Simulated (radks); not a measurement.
Question: The nitrogen ion N2+, 5 electrons, occupied as [He] 2s2 3p1 (not the ground configuration). Method: non-relativistic Kohn-Sham, HCTH/407, spin-polarised, spherical densities, point nucleus; open shells are filled with parallel spins first; computed with a radial shooting solver on a logarithmic mesh with Libxc functionals. Some entries of the table are withheld. Estimate them.

orbital  occ.  eigenvalue (eV)  <r^2> (bohr^2)  <1/r> (bohr^-1)
1s up       1        -440.5014         0.07066            6.646
1s down     1        -440.3550         0.07055            6.649
2s up       1         -58.9332           1.442            1.308
2s down     1         -58.8843           1.471            1.291
2p up       0         -47.5306             (1)            1.223
2p down     0         -47.3521             (2)            1.208
3s up       0         -17.6688           11.09           0.4312
3p up       1              (3)           12.29           0.4037
3s down     0         -10.6128           5.565           0.6682
3p down     0              (4)           5.468           0.6545

Answer: 
(1) 2p up <r^2> (bohr^2): 1.342
(2) 2p down <r^2> (bohr^2): 1.372
(3) 3p up eigenvalue (eV): -14.9365
(4) 3p down eigenvalue (eV): -7.1546
